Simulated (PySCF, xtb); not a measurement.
SiOF2, SMILES F[Si](F)=O.

GFN2-xTB (xtb) at its own geometry gives an orbital gap of 6.74 eV and a dipole moment of 1.75 D.

Geometry: B3LYP-D3(BJ)/def2-TZVP.

What does B3LYP/def2-TZVPD in PySCF give? (Estimate from the structure and the level; the computed values follow.)

gap 6.49 eV (levels -9.17 and -2.68 eV), dipole 2.36 D.
